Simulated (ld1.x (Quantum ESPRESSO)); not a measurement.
**Transferability test, RRKJ potential for Ti (Z = 22)**

ld1.x (Quantum ESPRESSO) 7.5 input, shortened:

```
&input
   title='Ti', zed=22., rel=1, dft='PBESOL', iswitch=3,
   config='[Ar] 3d2 4s1 4p0'
 /
 &inputp
   pseudotype=2, tm=.false., rho0=0.005, lloc=0,
   nlcc=.true., new_core_ps=.true.
 /
3
4P  2  1   0.00   0.00  2.90  2.90  0.0
3D  3  2   2.00   0.00  2.45  2.45  0.0
4S  1  0   1.00   0.00  2.50  2.50  0.0
 &test
   configts(1)='3d2 4s1 4p0'
 /
```

Energies are relative to the spin-unpolarised reference configuration 3d2 4s1 4p0; without spin polarisation the order of configurations can differ from experiment.

| valence configuration | charge | ΔE all-electron (eV) | error AE − PS (meV) |
| --- | --- | --- | --- |
| 3d2 4s2 4p0 | 0 | -7.359 | -1.2 |
| 3d1 4s0 4p0 | +3 | 40.367 | -146 |
| 3d2 4s0 4p2 | 0 | -1.053 | -8.0 |
| 3d2 4s0 4p1 | +1 | 3.779 | -7.4 |
| 3d1 4s2 4p1 | 0 | -2.662 | -41 |
| 3d3 4s0 4p0 | +1 | 0.003 | -88 |

Question: What are ΔE and the potential's error for 3d2 4s0 4p0?

Answer: ΔE = 13.471 eV all-electron; the error (AE − PS) is -20 meV.

Levels in the configuration 3d2 4s0 4p0:

```
level  all-electron (eV)  pseudo (eV)
   3d            -19.623      -19.725
```
